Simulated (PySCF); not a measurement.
BaBr: mean field, correlation and small terms against distance

State: ²Σ⁺, doublet, unpaired electrons σ ↑. ROHF-based CCSD(T) in PySCF 2.14 with Ba cc-pwCVDZ-X2C, Br aug-cc-pVDZ-DK and Ba cc-pwCVTZ-X2C, Br aug-cc-pVTZ-DK (frozen core orbitals: 37; spin-free X2C with a Gaussian nucleus). Correlation energies are extrapolated as n⁻³ (n = 2, 3), Hartree–Fock as (n+1)·exp(−9√n). All energies in eV from Ba + Br.

```tsv
R (Å)	HF/CBS	CCSD corr.	(T)	total
2.5094	-2.785	-0.532	-0.0587	-3.375
2.6235	-3.294	-0.442	-0.0495	-3.786
2.7376	-3.587	-0.369	-0.0420	-3.997
2.8516	-3.725	-0.308	-0.0359	-4.069
2.9657	-3.757	-0.257	-0.0310	-4.045
3.1083	-3.695	-0.207	-0.0260	-3.928
3.2509	-3.563	-0.167	-0.0222	-3.752
```

A fit to the total gives Re = 2.8738 Å, De = 4.071 eV, ωe = 191.2 cm⁻¹, Be = 0.04066 cm⁻¹ (masses 137.9052 and 78.9183 u).

**Question.** At R = 2.8516 Å the CCSD correlation energy is -0.269169 hartree in the smaller basis and -0.388250 in the larger. Extrapolate it.

**Answer.** (3³·E3 − 2³·E2)/(3³ − 2³) = -0.43839 hartree; the larger basis holds 88.6 % of it.

The T1 diagnostic is 0.019. The state was picked by a PBE0 search and need not be the measured ground state. Spin–orbit coupling, excitations beyond (T) and corrections to the Born–Oppenheimer picture are left out, and spin–orbit coupling matters for open p, d or f shells this heavy.
